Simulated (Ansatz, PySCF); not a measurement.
The PySCF input:
```python
from pyscf import gto, scf, dft

mol = gto.Mole()
mol.atom = '''
    N    -1.109323    0.268097    0.170631
    C     0.073994   -0.276219    0.204994
    O     1.135554   -0.000655   -0.403977
    H    -1.763135   -0.214123    0.807437
'''
mol.basis = 'def2-svp'
mol.charge = -1
mol.spin = 1
mol.verbose = 3
mol.build()

mf = dft.UKS(mol)
mf.xc = 'pbe0'
mf.grids.atom_grid = (99, 590)
mf.grids.prune = None
mf.kernel()
```

Convert this to an input for Ansatz (a quantum-chemistry and plane-wave program).

One answer among several that fit: 
Ansatz 0.2 input:
```yaml
crystal:
  periodic: [false, false, false]
  atoms:
    - {symbol: N, position_ang: [-1.10932296, 0.26809662, 0.17063078]}
    - {symbol: C, position_ang: [0.07399388, -0.27621871, 0.20499431]}
    - {symbol: O, position_ang: [1.13555407, -0.00065511, -0.40397735]}
    - {symbol: H, position_ang: [-1.76313503, -0.21412318, 0.80743747]}
basis:
  gaussian:
    orbitals: def2-SVP
hamiltonian:
  xc: pbe0
total_charge: -1
magnetization: {spin_polarized: true, initial_magnetization: 1}
accuracy: high
```

Both were run: PySCF gave -168.324080 Eh and Ansatz -168.324080 Eh, 0.000 mEh apart.
